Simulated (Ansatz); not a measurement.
Input for Ansatz (a quantum-chemistry and plane-wave program): R-CCSD(T)/def2-SVP on H2Sn (SMILES [SnH2]), a point of a bond scan (R = 1.780 Å). Elements past Kr take the def2 small-core potentials; no spin–orbit coupling. The run froze 9 orbitals, filled d shells among them.

Ansatz 0.2 input:
```yaml
crystal:
  periodic: [false, false, false]
  atoms:
    - {symbol: Sn, position_ang: [0.00658915, -0.00056144, 0.04773306]}
    - {symbol: H, position_ang: [-0.17502406, -1.25086405, -1.20678339]}
    - {symbol: H, position_ang: [-0.15443354, 1.27893623, -1.17986985]}
basis:
  gaussian:
    orbitals: def2-SVP
    pivot_positions_ang: [[0.00658915, -0.00056144, 0.04773306], [-0.17502406, -1.25086405, -1.20678339], [-0.15443354, 1.27893623, -1.17986985]]
magnetization: {spin_polarized: false}
correlation: {method: ccsd_t, electrons: outside_noble_gas}
scf: {lower_state_search: off}
output: {orbitals: {seedname: ./end}}
```

Program output:

```
WARN ansatz: RAYON_NUM_THREADS=1 ignored (pool sized by the plan → 1); use --threads N
Functional definition: HF
these checks for a lower state are left out or cut short: stability, starts, cluster_reference, orbital_swaps, neighbouring_geometries, increment
integrals: 0.01 GiB planned
485 factors; integrals over basis functions are off by at most 2.2e-4 eV
mean field: 0.06 GiB planned
mean field evaluation 1: about -5835.6854 eV, gradient 6.7e0 eV
mean field evaluation 2: about -5835.6873 eV, gradient 6.7e0 eV
mean field evaluation 4: about -5835.9585 eV, gradient 5.9e-1 eV
mean field evaluation 8: about -5835.9599 eV, gradient 2.4e-6 eV
mean field -5835.95994993 eV, -214.4675724044 hartree, gradient 2.1e-6 eV, S^2 0.000000; 0 other end points of the search recorded, 0 dependent functions left out
9 core orbitals not correlated
reference -5835.95994993 eV, -214.4675724044 hartree; 3, 3 occupied and 24, 24 virtual orbitals, 485 factors
second order -2.03681581 eV of doubles, -0.00000000 eV of singles
coupled cluster: 0.05 GiB planned
cycle   1  -2.48812278 eV  change   -4.5e-1 eV  update   6.2e-2
cycle   2  -2.70045773 eV  change   -2.1e-1 eV  update   2.7e-2
cycle   3  -2.70686641 eV  change   -6.4e-3 eV  update   7.3e-3
cycle   4  -2.70816936 eV  change   -1.3e-3 eV  update   1.9e-3
cycle   5  -2.70783160 eV  change    3.4e-4 eV  update   6.3e-4
cycle   6  -2.70767711 eV  change    1.5e-4 eV  update   1.9e-4
cycle   7  -2.70777221 eV  change   -9.5e-5 eV  update   5.2e-5
cycle   8  -2.70774766 eV  change    2.5e-5 eV  update   1.6e-5
cycle   9  -2.70774495 eV  change    2.7e-6 eV  update   6.0e-6
perturbative correction -0.04780944 eV, -0.0017569643 hartree
Total energy: -5838.71550432 eV, -214.5688371601 hartree
Checks for a lower state left out: stability, starts, cluster_reference, orbital_swaps, neighbouring_geometries, increment
```

The run converged.

Cost: roughly 0.5 core-seconds.
